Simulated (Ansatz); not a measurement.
BClH6OSi2 (`BO[SiH]([SiH3])Cl`), relaxed with RKS PBE-D4/def2-SVP in Ansatz from a rough embedded geometry. The force threshold is 0.03 eV/Å; the program also tests the step.

The species carries charge 0 and has multiplicity 1.

Start:

```xyz
11

B     0.195    1.866   -0.844
O    -0.597    0.787   -1.341
Si   -0.964   -0.123    0.061
Si    0.759   -1.480    0.601
Cl   -2.588   -1.418   -0.367
H     1.349    1.870   -0.840
H    -0.375    2.906   -0.573
H    -1.373    0.671    1.177
H     1.955   -0.552    0.887
H     1.161   -2.300   -0.532
H     0.478   -2.228    1.773
```

**Question.** How much energy does the relaxation release, and in how many steps? (Estimate.)

**Answer.** The calculation gave: 1.00 eV, in 30 steps, 5 of them rejected.

**Question.** Which bonds change most? (Estimate.)

**Answer.** The calculation gave: Si3–Si4 from 2.258 to 2.346 Å; Si4–H11 from 1.419 to 1.504 Å; Si3–H8 from 1.430 to 1.503 Å; B1–O2 from 1.427 to 1.362 Å.

**Question.** Give the relaxed structure. (Best estimate.)

**Answer.** Ansatz gave: 
```xyz
11

B     0.049    2.205   -1.118
O     0.068    0.851   -0.972
Si   -0.736   -0.141    0.151
Si    0.796   -1.765    0.875
Cl   -2.276   -1.111   -0.857
H     0.721    2.681   -2.015
H    -0.621    2.897   -0.360
H    -1.349    0.721    1.219
H     1.961   -1.109    1.565
H     1.278   -2.532   -0.323
H     0.108   -2.696    1.835
```
